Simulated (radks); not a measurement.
Tm I, 69 electrons, occupied as [Xe] 4f13 6s1 7s1 (not the ground configuration).

All-electron calculation, Dirac Kohn-Sham, PBE, spin-unpolarised, spherical densities, point nucleus; open shells are shared between the two j in proportion to 2j + 1. Program: a radial shooting solver on a logarithmic mesh with Libxc functionals.

Energy parts (hartree):
total: -13582.0075
kinetic: 15042.6512
electron-nucleus: -33661.6769
Hartree: 5323.8232
exchange-correlation: -286.8050

Orbitals (lengths in bohr, moments of r in powers of bohr; r(max) is where P^2 peaks; r(90%) holds 90 % of the orbital's charge):
orbital,occ.,eigenvalue (hartree),<r>,r(90%),r(max)
1s1/2,2,-2176.400,0.02001,0.0363,0.01261
2s1/2,2,-367.0762,0.08429,0.131,0.07206
2p1/2,2,-349.8510,0.07008,0.116,0.05403
2p3/2,4,-313.8269,0.07747,0.126,0.06035
3s1/2,2,-82.59357,0.2205,0.324,0.2035
3p1/2,2,-75.02205,0.2103,0.316,0.1912
3p3/2,4,-67.41501,0.2241,0.335,0.2043
3d3/2,4,-54.51395,0.1973,0.307,0.1611
3d5/2,6,-52.85166,0.2016,0.313,0.1648
4s1/2,2,-16.37229,0.4977,0.716,0.4647
4p1/2,2,-13.32861,0.5062,0.737,0.4665
4p3/2,4,-11.61202,0.5381,0.783,0.4945
4d3/2,4,-6.60912,0.5652,0.850,0.4962
4d5/2,6,-6.29691,0.5765,0.868,0.5053
5s1/2,2,-2.08851,1.231,1.78,1.093
5p1/2,2,-1.26915,1.392,2.06,1.193
5p3/2,4,-1.05920,1.507,2.23,1.283
4f5/2,5.57143,-0.26645,0.7947,1.39,0.4932
6s1/2,1,-0.22625,3.656,5.38,3.124
4f7/2,7.42857,-0.22247,0.8172,1.44,0.4987
7s1/2,1,-0.04849,9.730,13.7,9.129

The highest occupied level is 7s1/2 at -1.319 eV. The density falls to 0.001 e/bohr^3 at r = 4.36 bohr.
